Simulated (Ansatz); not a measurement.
Cl$_{3}$HOSn, SMILES `[OH][Sn]([Cl])([Cl])[Cl]`, relaxed with RKS PBE-D4/def2-SVP in Ansatz 0.2.0 from a rough embedded geometry. The force threshold is 0.03 eV/Å; the program also tests the step.

Charge 0, multiplicity 1. Sn: def2 effective core potential.

Start:

```xyz
6

O    -0.214    0.998   -1.317
Sn   -0.091   -0.284    0.148
Cl   -1.649   -1.966   -0.245
Cl    1.997   -1.245    0.264
Cl   -0.555    0.761    2.216
H     0.512    1.736   -1.066
```

```
step  energy (eV)  largest force (eV/Å)  largest move (Å)
   1  -45435.5360                 2.596             0.000
   2  -45435.7069                 0.941             0.078
   3  -45435.7274                 0.274             0.042
   4  -45435.7294                 0.048             0.010
   5  -45435.7295                 0.018             0.005
```

End:

```xyz
6

O    -0.193    1.015   -1.307
Sn   -0.084   -0.296    0.184
Cl   -1.686   -1.930   -0.285
Cl    2.054   -1.260    0.308
Cl   -0.541    0.734    2.246
H     0.450    1.736   -1.148
```

It took 10 s on 4 threads of a server CPU on a shared host, with 0.15 GiB of host memory at the peak.
